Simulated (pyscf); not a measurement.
Optimised with ωB97X-D3(BJ)/def2-SVP in PySCF. MP2 and CC: frozen core, UHF for open shells. ΔMP2 is the change of the MP2 total energy from the triple- to the quadruple-zeta basis.

Question: How much does it cost (ΔH, 298 K, CCSD(T)/def2-TZVPP + ΔMP2(QZVPP)) to split H₂B–O–BH–OH (SMILES BOBO) at its B–O bond into BH₂• + •O–BH–OH?

Answer: B–O to BH₂• + •O–BH–OH: 600.2 kJ/mol. The radicals are drawn with the spin at the cut bond; how far it spreads was not checked. •O–BH–OH lies 21.2 kJ/mol over its isomer [HO–B–OH]•, and others may lie lower still (electronic energy, ωB97M-D3(BJ)). The CCSD(T) − MP2 part came from Ansatz, without density fitting, on the same reference.
